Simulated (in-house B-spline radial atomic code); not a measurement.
**Response and correlation of Ba LV (Ba54+)**

Closed shell 1s2. Computed with a B-spline radial code for spherical atoms: Dirac-Hartree-Fock, relativistic RPA (time-dependent Dirac-Hartree-Fock) for the response and second-order many-body perturbation theory for correlation, no-pair Dirac-Coulomb Hamiltonian, finite nucleus.

Command:
```bash
python run_mb.py task.json out
```
Settings (nuclear radius in fm, box in bohr, cutoff in hartree):
```
basis_form          2
Z                   56
core_configuration  1s2
rms_radius          4.8378
mass_number         138
speed_of_light      137.036
box_radius          1.824
lmax                7
intervals           55
virtual_cutoff      78400.0
```

Time taken, with all properties: 0.2 s on 1 thread of Arm Neoverse V1, on a shared host.

```tsv
multipole (bohr³, bohr⁵, bohr⁷)	uncoupled	coupled RPA
dipole	7.749e-07	7.8262e-07
quadrupole	7.8429e-10	7.9047e-10
octupole	2.133e-12	?
```

(1) What is the coupled octupole polarisability?

(2) Which subshells carry the dipole polarisability?

(3) What does the dipole shielding factor come to?

Dipole polarisability at imaginary frequency:

```
u (Eh)  α(iu) (bohr³)
     0      7.826e-07
  20.4      7.824e-07
  61.2       7.81e-07
   122      7.761e-07
   204      7.647e-07
   408       7.16e-07
   816      5.736e-07
  2040      2.507e-07
```

(4) What dispersion coefficients follow for two such ions (the dispersion part alone)?

Lowest J = 1 odd-parity excitations:

| energy (eV) | oscillator strength | leading channel | weight |
| --- | --- | --- | --- |
| 32714 | 0.215 | 1s1/2 → p1/2 | 0.998 |
| 33202 | 0.536 | 1s1/2 → p3/2 | 0.998 |
| 38817 | 0.0389 | 1s1/2 → p1/2 | 0.998 |
| 38962 | 0.106 | 1s1/2 → p3/2 | 0.998 |

Second-order correlation energy by the highest angular momentum of the excited pair (hartree): s -0.0169, p -0.0254, d -0.003519, f -0.0009438, g -0.0003522, h -0.0001564, i -8.021e-05, k -4.584e-05.

(5) What is the second-order correlation energy at the partial-wave limit?

## Answers

(1) 2.1452e-12 atomic units, +1 % against the uncoupled value.

(2) 1s1/2 100.0 %.

(3) The dipole shielding factor is 0.036, against the exact N/Z = 2/56 = 0.036 of the non-relativistic theorem.

(4) C6 = (3/π)∫α(iu)²du = 6.352e-10 hartree·bohr⁶ and C8 = 3.671e-12 hartree·bohr⁸.

(5) The listed waves sum to -0.047397 hartree; extrapolating the increments as (l + 1/2)⁻⁴ gives -0.047491 hartree, -0.646 eV per electron.
